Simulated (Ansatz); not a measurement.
Consider the cleavage of the Ge–Ge bond: `[SiH3][GeH2][GeH2][GeH3]` + silanol → `[SiH3][O][GeH2][SiH3]` + digermane.

Gas-phase electronic energies from Ansatz, PBE0-D4/def2-TZVP geometries. CCSD(T)/CBS adds triple-zeta CCSD(T) − MP2 to the extrapolated MP2 energy (def2 sets, frozen cores). For Ge outer-core shells are correlated without core-valence functions, which leaves a few kJ/mol of doubt a bond. Scalar relativity is left out up to krypton. Each species was taken in one conformer, which may not be the lowest.

```json
{"level": "MP2/CBS(def2)", "ΔE (kJ/mol)": "17.1"}
{"level": "CCSD/CBS(def2)", "ΔE (kJ/mol)": "10.7"}
```

Problem. What does CCSD(T)/CBS give? (An estimate is asked.)

Solution. The calculation gave: +13.3 kJ/mol. The listed levels differ from it by 3.8, -2.6 kJ/mol.

Largest T1 diagnostic among the species: 0.012.

In def2-TZVPP, CCSD(T) changes the Hartree–Fock value by +26.8 kJ/mol (the triples alone add +2.6 kJ/mol) and MP2 by +30.7 kJ/mol. The D4 term adds +5.0 kJ/mol with B3LYP and +3.1 kJ/mol with PBE0; it sums over pairs of atoms, weighted by their polarisabilities, and B3LYP, whose exchange is more repulsive, gets the larger term.

B3LYP here is the variant with VWN-RPA as its local correlation; programs differ in this.
